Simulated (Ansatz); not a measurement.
GeH$_{5}$ISSi (`S[SiH2][GeH2][I]`), relaxed with RKS PBE0-D4/def2-TZVP in Ansatz from a PBE-D4/def2-SVP geometry. The force threshold is 0.005 eV/Å; the program also tests the step.

The species carries charge 0 and has multiplicity 1. I: def2 effective core potential.

Start:

```xyz
9

S    -0.678   -0.462    2.266
Si   -0.657    0.856    0.560
Ge    0.920   -0.031   -1.014
I     0.127   -2.453   -1.322
H    -0.791   -1.578    1.481
H    -0.224    2.200    1.077
H    -1.987    0.990   -0.133
H     0.915    0.600   -2.434
H     2.374   -0.122   -0.481
```

(1) By how much does the energy fall, and how many steps does the optimiser take? (Estimate.)

(2) Which bonds change most? (An estimate is asked.)

(3) Give the relaxed structure. (Estimate.)

Results:

(1) The calculation gave: 0.69 kcal/mol, in 6 steps.

(2) Ansatz gave: Ge3–I4 from 2.568 to 2.535 Å; S1–Si2 from 2.156 to 2.130 Å; S1–H5 from 1.369 to 1.348 Å; Si2–H7 from 1.506 to 1.486 Å.

(3) Computed: 
```xyz
9

S    -0.691   -0.440    2.257
Si   -0.643    0.841    0.555
Ge    0.917   -0.039   -1.014
I     0.154   -2.433   -1.351
H    -0.819   -1.557    1.514
H    -0.211    2.171    1.054
H    -1.961    0.966   -0.120
H     0.897    0.612   -2.407
H     2.357   -0.120   -0.489
```
